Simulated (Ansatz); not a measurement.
Molecule: ZrH2, charge 0, multiplicity 3. The spin state was set by rule; other spins were not relaxed. 
Geometry from a B3LYP-D3(BJ)/def2-TZVP (Ansatz, a quantum-chemistry and plane-wave program) optimisation:
SMILES: [ZrH2]
```xyz
3

Zr     0.0309     0.0071     0.0318
H     -0.3599    -1.7271    -0.5339
H     -0.8769     1.4439    -0.7373
```
Charge 0, spin multiplicity 3.

Total electronic energies in hartree. Valence correlation only, unless marked. UHF or UKS for open shells. Spin-orbit coupling is left out. Frozen are the shells of the preceding noble gas and the d and f shells that filled before the atom's block. Past Kr the def2 sets carry scalar-relativistic core potentials. STO-3G rows are all-electron and non-relativistic. CBS marks a two-point X^-3 extrapolation of the correlation energy; Hartree-Fock from the larger set. [CCSD(T)-MP2]/basis is that difference in the basis named.

| level | program | energy (Eh) |
|---|---|---|
| revPBE-D3(BJ)/def2-TZVPD | Ansatz + dftd3 | -48.16238 |
| r2SCAN/def2-TZVPD | Ansatz | -48.13601 |
| r2SCAN-D3(BJ)/def2-TZVPD | Ansatz + dftd3 | -48.13624 |
| PBE0/def2-SVP | Ansatz | -48.08544 |
| B2PLYP-D4/def2-TZVPD | Ansatz + dftd4 | -47.95015 |
| B2PLYP/def2-TZVPD | Ansatz | -47.94914 |
| SCS-MP2/STO-3G | Ansatz | -3504.27801 |
| SCS-MP2/def2-TZVPP | Ansatz | -47.69095 |
| SCS-MP2/def2-TZVPPD | Ansatz | -47.69148 |
| CCSD/def2-TZVPP | Ansatz | -47.70691 |
| CCSD/CBS(def2-TZVPP,def2-QZVPP) | Ansatz | -47.7159 |
| CCSD(T)/def2-SVPD | Ansatz | -47.68151 |
| CCSDT/def2-SVP | Ansatz | -47.67495 |
| RI-MP2/CBS(def2-TZVPP,def2-QZVPP)+[CCSD(T)-MP2]/def2-SVP | Ansatz | -47.7190 |
| CCSD(T)/CBS(def2-TZVPPD,def2-QZVPPD) | Ansatz | -47.7186 |

Totals of different functionals don't rank their quality; only differences between species are comparable.
